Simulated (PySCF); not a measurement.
This PySCF input asks for the NMR shieldings of `[SiH2](OC(=C)C)SC`, C4H10OSSi; the geometry comes from GFN2-xTB.

```python
import basis_set_exchange as bse
import numpy as np
from pyscf import gto, dft
from pyscf.prop import nmr

atoms = """
C    -1.465879    1.591614    0.855203
C    -1.736668    0.562213    0.070048
C    -3.104003   -0.009335   -0.148691
O    -0.792318   -0.104012   -0.645087
Si    0.799205    0.030207   -0.853900
S     1.854691   -0.170039    1.001725
C     3.555436   -0.235130    0.357385
H    -2.243095    2.088994    1.403318
H    -0.461003    1.951634    0.982815
H    -3.354822    0.034220   -1.207676
H    -3.846509    0.538628    0.421894
H    -3.115946   -1.055522    0.153156
H     1.050303   -1.124299   -1.698361
H     1.196266    1.309948   -1.436387
H     3.780964    0.682708   -0.175862
H     4.214042   -0.339975    1.212732
H     3.662335   -1.090360   -0.302222
"""
names = dict.fromkeys(["C", "O", "Si", "S", "H"], "pcSseg-1")
basis = {el: gto.basis.parse(bse.get_basis(n, elements=[el], fmt="nwchem")) for el, n in names.items()}
mol = gto.M(atom=atoms, basis=basis, charge=0, verbose=0)
mf = dft.RKS(mol, xc="PBE0")
mf.grids.level = 2
mf.grids.alignment = dft.numint.BLKSIZE   # the property module wants whole blocks of grid points
mf.conv_tol = 1e-9
mf.kernel()

calc = nmr.RKS(mf)   # GIAO
C = mf.mo_coeff
Co = C[:, mf.mo_occ > 0]
resp = mf.gen_response(singlet=True, hermi=2)
def vind(x):   # induced exchange potential for any number of trial vectors
    d = np.einsum("pi,xij,qj->xpq", C, 2 * x.reshape(-1, C.shape[1], Co.shape[1]), Co, optimize=True)
    return np.einsum("xpq,pi,qj->xij", resp(d - d.transpose(0, 2, 1)), C, Co, optimize=True).ravel()
mo1, _ = nmr.rhf.solve_mo1(calc, with_cphf=vind)
sigma = calc.kernel(mo1)
for i, s in enumerate(sigma):   # ppm
    print("%2d %-2s %9.2f" % (i, mol.atom_pure_symbol(i), np.trace(s) / 3))
```

**Question.** What are the results?

**Answer.** 
```
 0 C      91.67
 1 C      23.00
 2 C     162.00
 3 O     214.43
 4 Si    369.27
 5 S     704.62
 6 C     177.87
 7 H      27.28
 8 H      27.27
 9 H      29.70
10 H      30.02
11 H      29.63
12 H      26.46
13 H      26.06
14 H      30.00
15 H      29.66
16 H      29.96
```

These numbers come from an equivalent density-fitted implementation of the same equations, which agrees with the script to about 0.01 ppm for H and up to a few tenths of a ppm for heavy atoms, so last digits may differ.

**Question.** Turn these shieldings into chemical shifts. δ = σ(ref) − σ, references computed at the same level: $^{13}$C (σ = 186.93 ppm), $^{29}$Si (σ = 349.16 ppm), $^{1}$H (σ = 31.72 ppm) vs TMS; $^{17}$O (σ = 336.08 ppm) against H2O; $^{33}$S (σ = 503.73 ppm) against CS2.

**Answer.** Averaging equivalent atoms: C 1: 163.9; C 0: 95.3; C 2: 24.9; C 6: 9.1; O 3: 121.6; Si 4: -20.1; S 5: -201; H 12/13: 5.46; H 8: 4.45; H 7: 4.44; H 9/10/11: 1.93; H 14/15/16: 1.84 ppm. Experimental scales use liquid or dissolved standards, which lie at an offset from isolated H2O (liquid H2O: subtract about 36 ppm).

Size and cost of the density-fitted run: 183 basis functions, 48 s wall time on 1 thread of an Arm Neoverse N1, shared host.
